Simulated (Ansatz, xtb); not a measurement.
# Relaxing a trial structure of GeH2OSi

The starting geometry of this gas-phase singlet was built from a drawn formula by distance geometry and a force field; its bonds are those of `[O]1[Si][GeH2]1`.

```xyz
5

Ge    0.3021   -1.0200    0.8227
O     0.3433   -1.9211    2.3758
Si   -0.8394   -2.8436    1.5902
H     1.6601   -1.2624    0.1375
H    -0.2563    0.4228    1.0448
```

Q: Where would you expect an optimisation with r2SCAN-D4/def2-SVP to take it?

A: It keeps its bonds, and is `[O]1[Si][GeH2]1`. Distances that change by over a tenth: Ge1–O2 (1.80 → 1.98 Å).

The energy falls by 0.32 eV over 6 steps:

```json
{"step": "1", "E − E(last) (eV)": "0.322"}
{"step": "2", "E − E(last) (eV)": "0.124"}
{"step": "3", "E − E(last) (eV)": "0.042"}
{"step": "4", "E − E(last) (eV)": "0.019"}
{"step": "5", "E − E(last) (eV)": "0.001"}
{"step": "6", "E − E(last) (eV)": "0.000"}
```

Final geometry (Å):

```xyz
5

Ge    0.1935   -1.0502    0.6186
O     0.2935   -1.9490    2.3818
Si   -0.8495   -2.9076    1.7110
H     1.6772   -1.1154    0.1949
H    -0.1049    0.3978    1.0648
```

From the same start GFN2-xTB ends elsewhere, differing in Ge1–O2 (3.85 against 1.98 Å here).

The end wasn't checked by frequencies. Run with Ansatz 0.2.0, 8.1 s on 2 threads of Arm Neoverse V1, on a shared host.
